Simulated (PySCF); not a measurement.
Electron correlation in Se(2+) (selenium, charge +2)

[Ar] 3d10 4s2 4p2, high-spin 3P determinant. Calculation: PySCF 2.14, in jorge-DZP-DKH; the spin-free X2C one-electron Hamiltonian (Gaussian nucleus). Frozen: [Ar] 3d10; 4 electrons correlated.

MP2 pair energies summed by pair of shells (mhartree):

```json
{"pair": "4s-4p", "energy": "-13.61", "share (%)": "50.0"}
{"pair": "4s-4s", "energy": "-12.08", "share (%)": "44.4"}
{"pair": "4p-4p", "energy": "-1.52", "share (%)": "5.6"}
```

Total MP2 correlation energy: -27.21 mhartree.

Same-spin part -3.17 and opposite-spin part -24.05 mhartree; SCS-MP2 scales them by 1/3 and 6/5 to -29.91 mhartree.

| level | correlation energy (mhartree) |
| --- | --- |
| CCSD | -36.00 |
| (T) | -0.19 |
| CCSD(T) | -36.19 |

Diagnostics: T1 = 0.0028, D1 = 0.0059, largest double amplitude 0.096.

**Question.** Is a single reference adequate?

**Answer.** Mostly. T1 lies below 0.03, but a double amplitude of this size points to a near-degeneracy that CCSD handles and MP2 describes poorly.
